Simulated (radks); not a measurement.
Valence configurations of P I (all share [Ne]). Method: non-relativistic Kohn-Sham, PBE, spin-polarised, spherical densities, point nucleus; open shells are filled with parallel spins first; computed with a radial shooting solver on a logarithmic mesh with Libxc functionals. Energies are relative to 3s2 3p3; eigenvalues in eV for spin up.

| valence | E (eV) | moment (Bohr magnetons) | e(3p) | e(3s) |
|---|---|---|---|---|
| 3s2 3p3 | 0.000 | 3 | -6.294 | -14.729 |
| 3s1 3p4 | 8.271 | 3 | -7.005 | -15.671 |
| 3p5 | 18.682 | 1 | -6.969 | - |
| 3s1.5 3p3.5 | 4.133 | 3 | -6.651 | -15.204 |
| 3s0.5 3p4.5 | 13.697 | 2 | -7.040 | -15.724 |

NIST lists [Ne] 3s2 3p3 as the ground configuration; this level of theory agrees among the configurations tried. The energies are those of spherical high-spin densities, not of single terms.
